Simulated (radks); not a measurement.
All-electron atom: Pt+ in [Xe] 4f14 5d9 (the NIST ground configuration).

Calculated with a radial shooting solver on a logarithmic mesh with Libxc functionals: scalar-relativistic Kohn-Sham, BLYP, spin-polarised, spherical densities, finite nucleus; open shells are filled with parallel spins first (spin-orbit coupling, left out, can overturn this in heavy ions); Fermi nuclear charge, rms radius 5.427 fm.

Energy parts (hartree):
total: -18410.3437
kinetic: 20522.6690
electron-nucleus: -45716.3083
Hartree: 7138.2006
exchange-correlation: -354.9050

Orbitals (lengths in bohr, moments of r in powers of bohr; <r^-3> diverges for s and p1/2; r(max) is where P^2 peaks):
\begin{tabular}{lrrrrrr}
orbital & occ. & eigenvalue (hartree) & r(max) & <r> & <r^-3> & <1/r> \\ \hline
1s up & 1 & -2881.607 & 0.01062 & 0.01715 & - & 93.91 \\
1s down & 1 & -2881.607 & 0.01062 & 0.01715 & - & 93.91 \\
2s up & 1 & -506.5118 & 0.06123 & 0.07236 & - & 22.01 \\
2s down & 1 & -506.5094 & 0.06123 & 0.07236 & - & 22.01 \\
2p up & 3 & -439.1661 & 0.05058 & 0.06522 & 24240 & 19.67 \\
2p down & 3 & -439.1642 & 0.05058 & 0.06522 & 24240 & 19.67 \\
3s up & 1 & -119.1994 & 0.1726 & 0.1871 & - & 8.160 \\
3s down & 1 & -119.1986 & 0.1726 & 0.1871 & - & 8.160 \\
3p up & 3 & -99.57795 & 0.1717 & 0.1882 & 5517 & 7.465 \\
3p down & 3 & -99.57698 & 0.1717 & 0.1882 & 5517 & 7.465 \\
3d up & 5 & -78.25653 & 0.1398 & 0.1704 & 690.4 & 7.032 \\
3d down & 5 & -78.25485 & 0.1398 & 0.1704 & 690.4 & 7.032 \\
4s up & 1 & -25.83946 & 0.3898 & 0.4151 & - & 3.492 \\
4s down & 1 & -25.83713 & 0.3898 & 0.4151 & - & 3.492 \\
4p up & 3 & -19.40196 & 0.4100 & 0.4419 & 1319 & 3.158 \\
4p down & 3 & -19.39979 & 0.4100 & 0.4419 & 1319 & 3.158 \\
4d up & 5 & -11.57335 & 0.4181 & 0.4683 & 143.6 & 2.826 \\
4d down & 5 & -11.57084 & 0.4181 & 0.4682 & 143.6 & 2.826 \\
4f up & 7 & -2.87561 & 0.3848 & 0.5165 & 27.13 & 2.389 \\
4f down & 7 & -2.87189 & 0.3848 & 0.5161 & 27.15 & 2.390 \\
5s up & 1 & -4.05006 & 0.8690 & 0.9530 & - & 1.417 \\
5s down & 1 & -4.03388 & 0.8683 & 0.9520 & - & 1.419 \\
5p up & 3 & -2.37043 & 0.9781 & 1.105 & 215.4 & 1.199 \\
5p down & 3 & -2.35042 & 0.9770 & 1.104 & 216.3 & 1.200 \\
5d up & 5 & -0.53290 & 1.262 & 1.648 & 11.82 & 0.8020 \\
5d down & 4 & -0.51182 & 1.261 & 1.659 & 11.75 & 0.7986 \\
\end{tabular}

The highest occupied level is 5d down at -13.927 eV. The spin density at the nucleus is -4.833 e/bohr^3 (1s -0.053, 2s -0.552, 3s 0.027, 4s 0.617, 5s -4.871). The density falls to 0.001 e/bohr^3 at r = 3.87 bohr. The electron density at the nucleus is 2.117e+06 e/bohr^3 (large components only). For comparison, the ionisation energy in NIST's Atomic Spectra Database is 18.6 eV (measured). In exact Kohn-Sham theory the highest level is minus the ionisation energy, but local and semilocal functionals leave it too shallow, through self-interaction and a potential that decays too fast; potentials with the right tail come closer. Spin moment in Bohr magnetons: 1. Summed over all electrons, <r^2> = 49.25 bohr^2, which gives a Langevin (diamagnetic) susceptibility term of -39 x 10^-6 cm^3/mol.
